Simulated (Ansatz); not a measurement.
Basis sets compared for (LiSH)3 ring (Li₃H₃S₃). The state is a singlet with charge 0. Geometry r2SCAN-D4/def2-SVP. Ansatz on 4 threads of AMD EPYC 9R45 on a shared host; times are rough, and most runs start from earlier orbitals.

```tsv
atom	x (Å)	y (Å)	z (Å)
Li1	1.145	0.707	1.440
S2	0.373	2.532	0.230
Li3	-0.679	1.237	-1.387
S4	-1.209	-0.918	-2.075
Li5	-0.066	-1.943	-0.333
S6	1.184	-1.609	1.594
H7	-0.718	2.799	0.984
H8	-2.448	-0.977	-1.534
H9	2.417	-1.828	1.082
```

Binding counts from free atoms (Li doublet, S triplet, H doublet) in the same basis, without a counterpoise term.

| level | functions | energy (Eh) | HOMO (eV) | LUMO (eV) | binding per atom (eV) | wall time |
| --- | --- | --- | --- | --- | --- | --- |
| PBE-D4/def2-SVP | 96 | -1218.2218 | -5.62 | -1.28 | 2.91 | 0.4 s |
| PBE-D4/def2-TZVP | 171 | -1218.6468 | -5.79 | -1.33 | 2.86 | 0.55 s |
| r2SCAN-D4/def2-TZVP | 171 | -1219.1356 | -6.06 | -0.82 | 2.86 | 1.1 s |
| PBE0-D4/def2-SVP | 96 | -1218.3433 | -6.85 | -0.74 | 2.87 | 0.5 s |
| PBE0-D4/def2-TZVP (with forces) | 171 | -1218.7613 | -6.99 | -0.75 | 2.83 | 1.1 s |

(1) Estimate the rows for PBE-D4/def2-TZVPD, r2SCAN-D4/def2-TZVPD, PBE0-D4/def2-TZVPD.

Results:

(1) 
```tsv
level	functions	energy (Eh)	HOMO (eV)	LUMO (eV)	binding per atom (eV)	wall time
PBE-D4/def2-TZVPD	216	-1218.6509	-5.81	-1.36	2.87	0.85 s
r2SCAN-D4/def2-TZVPD	216	-1219.1398	-6.04	-0.83	2.87	1.6 s
PBE0-D4/def2-TZVPD	216	-1218.7655	-6.98	-0.80	2.84	1.2 s
```
